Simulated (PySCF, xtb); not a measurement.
C2H7BO2, SMILES C(C)B(O)O. Other conformers were not sampled.

Harmonic wavenumbers (cm⁻¹) from GFN2-xTB in xtb 6.7.1 at its own minimum, in rising order: 20, 181, 195, 369, 419, 448, 548, 639, 726, 775, 953, 960, 1001, 1022, 1089, 1215, 1245, 1312, 1327, 1413, 1483, 1499, 1509, 2943, 2962, 3015, 3045, 3053, 3609, 3661.

Task: What does PySCF with PBE-D3(BJ)/def2-SVP give at its own minimum? (An estimate is asked for; the answer gives what the named calculation found.)

Result: 20, 193, 204, 389, 428, 472, 496, 621, 729, 744, 952, 972, 974, 1002, 1049, 1209, 1215, 1343, 1370, 1378, 1414, 1424, 1432, 2942, 2972, 2979, 3055, 3064, 3716, 3760. Paired by order, the mean absolute difference is 31 cm⁻¹ and the zero-point energies are 60.9 and 60.8 kcal/mol.
